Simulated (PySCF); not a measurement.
Geometry:
```
atom   x (Å)   y (Å)   z (Å)
  C1  -2.321   0.068  -0.012
  C2  -1.161  -0.511  -0.314
  C3   0.019   0.226  -0.867
  F4   0.494  -0.420  -1.982
  C5   1.130   0.326   0.143
  C6   2.339  -0.209   0.042
  F7   0.754   1.041   1.205
  H8  -3.149  -0.498   0.422
  H9  -2.484   1.137  -0.180
 H10  -0.995  -1.580  -0.137
 H11  -0.281   1.252  -1.152
 H12   3.076  -0.076   0.834
 H13   2.592  -0.779  -0.851
```

Geometry: PBE0-D3(BJ)/def2-SVP; GIAO shifts from PySCF 2.14.0 with density-fitted response routines, gas phase, non-relativistic, averaged over equivalent atoms.

At PBE0/6-31G (75 basis functions, 5.8 s wall time on 1 thread of an Arm Neoverse V2, shared host):
| atoms | δ (ppm) |
| --- | --- |
| C5 | 159.9 |
| C2 | 132.7 |
| C1 | 122.0 |
| C6 | 91.8 |
| C3 | 88.8 |
| F7 | -114.1 |
| F4 | -215.4 |
| H10 | 6.33 |
| H9 | 5.87 |
| H8 | 5.81 |
| H11 | 5.28 |
| H13 | 5.20 |
| H12 | 4.96 |

δ = σ(ref) − σ, references computed at the same level: 13C (199.54 ppm) and 1H (32.61 ppm) vs TMS; CFCl3 for 19F (177.36 ppm).

Estimate the result of repeating the calculation with PBE0/IGLO-III.

Results:


```
atoms  δ at PBE0/IGLO-III  change
   C5               175.6   +15.7
   C2               147.1   +14.4
   C1               131.3    +9.3
   C6                94.5    +2.7
   C3                94.7    +5.9
   F7              -111.6    +2.5
   F4              -203.1   +12.3
  H10                6.06   -0.27
   H9                5.68   -0.19
   H8                5.65   -0.16
  H11                5.08   -0.20
  H13                5.01   -0.19
  H12                4.81   -0.15
```

Chemical shifts δ = σref − σ; 13C (σref 183.78), 1H (σref 31.37) vs TMS; 19F (σref 174.63) vs CFCl3, all at this level.

The largest change is at C5 (fully substituted alkene carbon). Cost: 305 basis functions, 42 s wall time on 1 thread of an Arm Neoverse V2, shared host. The order of the carbon signals changes between the two levels.

Unscaled 19F shifts against computed CFCl3 carry errors that often reach 10 to 50 ppm.
